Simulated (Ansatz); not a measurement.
`Cl[Si](Cl)(Cl)[SeH]` + `CO[Si](F)(F)F` → `F[Si](F)(F)O[Si](Cl)(Cl)Cl` + `C[SeH]`  (redistribution)

Program: Ansatz. Geometries: PBE0-D4/def2-TZVP. ΔE: electronic, gas phase. CCSD(T)/CBS adds triple-zeta CCSD(T) − MP2 to the extrapolated MP2 energy (def2 sets, frozen cores). DFT in def2-TZVPP. For Se outer-core shells are correlated without core-valence functions, which leaves a few kJ/mol of doubt a bond. Scalar relativity is left out up to krypton. Each species was taken in one conformer, which may not be the lowest.

```
                     species  r2SCAN0-D4 energy (Eh)
       `Cl[Si](Cl)(Cl)[SeH]`             -4072.35139
             `CO[Si](F)(F)F`              -704.34880
`F[Si](F)(F)O[Si](Cl)(Cl)Cl`             -2334.71428
                    `C[SeH]`             -2442.02693
```

Task: Work out ΔE.

Result: ΔE = (-2334.71428) + (-2442.02693) − (-4072.35139) − (-704.34880) = -0.04102 Eh = -107.7 kJ/mol. CCSD(T)/CBS gives -107.0 kJ/mol.

Largest T1 diagnostic among the species: 0.011.

Leaving LDA and LC-ωPBE aside and taking each functional with its dispersion term where it has one, the values, not all of them listed here, spread over 22.3 kJ/mol, from BHLYP-D4 to PBE-D4. At CCSD(T), def2-SVP lies +16.2 kJ/mol from the extrapolated value and def2-TZVPP −5.3 kJ/mol. In def2-TZVPP, CCSD(T) changes the Hartree–Fock value by +8.3 kJ/mol (the triples alone add +2.5 kJ/mol) and MP2 by +9.1 kJ/mol.
